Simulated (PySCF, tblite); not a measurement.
Species: C5H16P2Si.
Numbering: `[CH3:1][SiH:2]([CH3:3])[P:4]([CH3:5])[CH2:6][CH2:7][PH2:8]` (hydrogens: H9, H10, H11 on C1; H12 on Si2; H13, H14, H15 on C3; H16, H17, H18 on C5; H19, H20 on C6; H21, H22 on C7; H23, H24 on P8)

Geometry (GFN2-xTB, Å), atoms numbered from 1 in this order:
```xyz
24
C5H16P2Si angstrom
C     -1.141    2.136    0.107
Si    -1.238    0.254    0.383
C     -2.964   -0.367   -0.124
P      0.297   -0.740   -0.944
C     -0.267   -2.495   -0.778
C      1.729   -0.818    0.232
C      2.474    0.508    0.164
P      2.500    1.036   -1.624
H     -0.230    2.558    0.520
H     -1.164    2.375   -0.953
H     -1.978    2.640    0.579
H     -1.032   -0.035    1.821
H     -3.101   -0.296   -1.199
H     -3.741    0.226    0.349
H     -3.118   -1.402    0.163
H      0.454   -3.142   -1.276
H     -0.355   -2.790    0.266
H     -1.229   -2.604   -1.272
H      2.380   -1.618   -0.136
H      1.416   -1.070    1.249
H      3.505    0.398    0.513
H      1.986    1.271    0.774
H      1.410    1.900   -1.558
H      3.396    2.095   -1.418
```

Computed with PBE0/pcSseg-1 in PySCF (dipole) on a GFN2-xTB geometry, gas phase.

Take the most abundant isotopes and a rigid rotor. The values belong to one conformer with, in the numbering `[CH3:1][SiH:2]([CH3:3])[P:4]([CH3:5])[CH2:6][CH2:7][PH2:8]`, C1–Si2–P4–C5 -168°, Si2–P4–C6–C7 -85°, P4–C6–C7–P8 -39°, C6–C7–P8–H 97° and -171°.

Problem. What are A, B and C (cm⁻¹)?

Solution. Ia = 320.34, Ib = 649.69, Ic = 818.29 u·Å²; 505379 MHz·u·Å²/I gives 1578, 777.9 and 617.6 MHz, that is A = 0.05262, B = 0.02595, C = 0.02060 cm⁻¹.

Problem. Classify the top.

Solution. An asymmetric top. Ray's parameter κ = (2B − A − C)/(A − C) = -0.666; −1 is the prolate and +1 the oblate limit.

Problem. What does the inertial defect say?

Solution. Not planar: Δ = Ic − Ia − Ib = -151.74 u·Å². For a rigid frame Δ = −2 Σ m c², so Σ m c² = 75.87 u·Å² lies off the ab plane: 20.40 from hydrogen and 55.47 from heavier atoms. The atom farthest from that plane is 2.02 Å away.

Problem. Give the other two planar moments, Paa and Pbb, and the rms extents of the mass along the axes.

Solution. Paa = Σ m a² = (Ib + Ic − Ia)/2 = 573.82 and Pbb = Σ m b² = (Ia + Ic − Ib)/2 = 244.47 u·Å². With the mass M = 166.05 u, the rms extents √(P/M) along a, b and c are 1.86, 1.21, 0.68 Å.

Problem. Which types of transition are allowed, and where do some lines up to J = 4 fall?

Solution. The dipole components are |μa| = 1.32 D, |μb| = 0.00 D, |μc| = 1.43 D. Intensities carry the squares of the components, which stand as 0.85 : 0.00 : 1.00 (a : b : c). Some lines, for components of 0.1 D or more:

```tsv
type	branch	J(Ka,Kc)	MHz	lower level (cm⁻¹)
c	Q	4(1,4) ← 4(0,4)	331	0.455
c	Q	3(1,3) ← 3(0,3)	493	0.276
c	Q	2(1,2) ← 2(0,2)	661	0.139
a	Q	3(1,2) ← 3(1,3)	960	0.292
a	R	1(0,1) ← 0(0,0)	1395	0.000
a	Q	4(1,3) ← 4(1,4)	1590	0.466
c	Q	4(2,3) ← 4(1,3)	1886	0.519
c	Q	2(2,1) ← 2(1,1)	2399	0.177
a	R	2(1,2) ← 1(1,1)	2631	0.073
c	R	2(1,1) ← 1(0,1)	3911	0.047
c	Q	4(3,2) ← 4(2,2)	4165	0.592
a	R	3(2,2) ← 2(2,1)	4186	0.257
a	R	3(2,1) ← 2(2,0)	4271	0.258
c	Q	3(3,1) ← 3(2,1)	4306	0.400
a	R	3(1,2) ← 2(1,1)	4412	0.177
a	R	4(1,4) ← 3(1,3)	5223	0.292
c	R	2(2,0) ← 1(1,0)	5372	0.079
c	R	2(2,1) ← 1(1,1)	5511	0.073
c	R	3(1,2) ← 2(0,2)	5554	0.139
a	R	4(3,1) ← 3(3,0)	5631	0.544
a	R	4(2,2) ← 3(2,1)	5762	0.400
c	R	4(1,3) ← 3(0,3)	7305	0.276
c	R	3(3,0) ← 2(2,0)	8579	0.258
c	R	4(2,3) ← 3(1,3)	8698	0.292
c	R	4(4,0) ← 3(3,0)	11744	0.544
c	R	4(4,1) ← 3(3,1)	11746	0.544
```

Its GFN2-xTB frequencies are all real (lowest 23 cm⁻¹). These are rigid-rotor constants of the computed structure; measured ground-state constants (B0) also hold zero-point vibration. A rigid rotor knows nothing of internal rotation, which can split or shift real lines.

On one thread, Intel Xeon Platinum 8375C at 2.90 GHz (x86_64), no GPU, shared host with 128 logical CPUs at a one-minute load of 58, this took 63 s wall and 1.1 GiB of memory at its peak. This is the PBE0/pcSseg-1 job that gave the dipole, with the shieldings it also computed.
